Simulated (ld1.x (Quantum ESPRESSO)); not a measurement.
## Which change was made? (As, TM)

- Element: As (Z = 33)
- Generator: ld1.x (Quantum ESPRESSO) 7.5
- Type: norm-conserving Troullier–Martins (Kleinman–Bylander form)
- Functional: PBE
- Relativity: scalar-relativistic
- Frozen core: [Ar]
- Valence charge: 15
- Reference configuration: 3d10 4s2 4p3
- Partial waves: 4s (bound): rc 1.45 bohr; 4p (bound): rc 2.20 bohr; 3d (bound): rc 1.10 bohr
- Local potential: the d channel
- Core correction: Bessel-smoothed model core inside 0.90 bohr

Cutoffs, loose and tight: the cutoffs (Ry, on a coarse ladder) from which the occupation-weighted sum of valence levels, in a spherical-Bessel basis at the reference potential, stays within 10 and 1 mRy of its value at 400 Ry. They do not see the model core or the augmentation charge, which bear on the density cutoff. Test errors are all-electron minus pseudo excitation energies from the reference, over the configurations 3d10 4s2 4p2; 3d10 4s2 4p1; 3d10 4s2 4p0; 3d10 4s2 4p3.3; 3d10 4s1 4p4; 3d10 4s1 4p0; 3d10 4s0 4p5; variants that change the core or the reference have their own tests. The largest error is taken over the tests solved by every variant that gives reliable tests at all, those not shown here included: 3d10 4s0 4p5; 3d10 4s1 4p4; 3d10 4s2 4p1; 3d10 4s2 4p2; 3d10 4s2 4p3.3.

The base gives: outcome: generated; cutoff, loose: 230 Ry; cutoff, tight: over 300 Ry; bound ghosts: s, p; largest test error (meV): +1.4.

Task: After one change the result is: outcome: generated; cutoff, loose: 180 Ry; cutoff, tight: 300 Ry; bound ghosts: s, p; largest test error (meV): -4.4. Which change was it?
A. wave 3d (bound): rc 1.10 bohr becomes 3d (bound): rc 1.36 bohr
B. wave 3d (bound): rc 1.10 bohr becomes 3d (bound): rc 1.64 bohr
C. wave 3d (bound): rc 1.10 bohr becomes 3d (bound): rc 0.84 bohr
D. wave 3d (bound): rc 1.10 bohr becomes 3d (bound): rc 0.94 bohr

Result: A. The others give: wave 3d (bound): rc 1.10 bohr becomes 3d (bound): rc 1.64 bohr → outcome: generated; cutoff, loose: 140 Ry; cutoff, tight: 230 Ry; bound ghosts: s; largest test error (meV): -10 | wave 3d (bound): rc 1.10 bohr becomes 3d (bound): rc 0.94 bohr → outcome: generated; cutoff, loose: 300 Ry; cutoff, tight: over 300 Ry; bound ghosts: s, p; largest test error (meV): +2.6 | wave 3d (bound): rc 1.10 bohr becomes 3d (bound): rc 0.84 bohr → outcome: generated; cutoff, loose: over 300 Ry; cutoff, tight: over 300 Ry; bound ghosts: s, p; largest test error (meV): +3.5.
